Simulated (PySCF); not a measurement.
Molecule: trans-1,2-dimethylcyclohexane, C8H16.

Atom-mapped SMILES (the numbers label the heavy atoms): `[CH3:1][C@@H:2]1[CH2:3][CH2:4][CH2:5][CH2:6][C@H:7]1[CH3:8]`. Each H is labelled by its parent atom. Ha(C3), Ha(C4), Ha(C5), Ha(C6) are cis to C1 on the ring; Hb(C3), Hb(C4), Hb(C5), Hb(C6) are trans to C1 on the ring.

Geometry PBE0-D3(BJ)/def2-SVP throughout; GIAO in PySCF, gas phase, one conformer, non-relativistic; equivalent atoms averaged; functional PBE0.

For orientation, STO-3G gives these shifts δ (against TMS at the same level): C2/C7 33.8, C3/C6 30.2, C4/C5 26.6, C1/C8 22.5, Ha(C4)/Hb(C5) 0.93, Hb(C3)/Ha(C6) 0.87, Hb(C4)/Ha(C5) 0.64, Ha(C3)/Hb(C6) 0.57, H(C2)/H(C7) 0.46 ppm.

A run gave: C2/C7 41.5, C3/C6 37.6, C4/C5 29.1, C1/C8 20.8, Ha(C4)/Hb(C5) 1.66, Hb(C3)/Ha(C6) 1.54, Hb(C4)/Ha(C5) 1.21, Ha(C3)/Hb(C6) 0.87, H(C2)/H(C7) 0.79 ppm (shifts δ (against TMS at the same level)).

Q: Which basis set was used in that run?
A. pcSseg-1
B. 6-311+G(2d,p)
C. 6-31G
D. 6-31G*
E. def2-SVP

A: B. H(C2)/H(C7) tells them apart best: 6-311+G(2d,p) gives 0.79, 6-31G* gives 1.17, 6-31G gives 1.19, pcSseg-1 gives 0.59, def2-SVP gives 0.63 ppm.
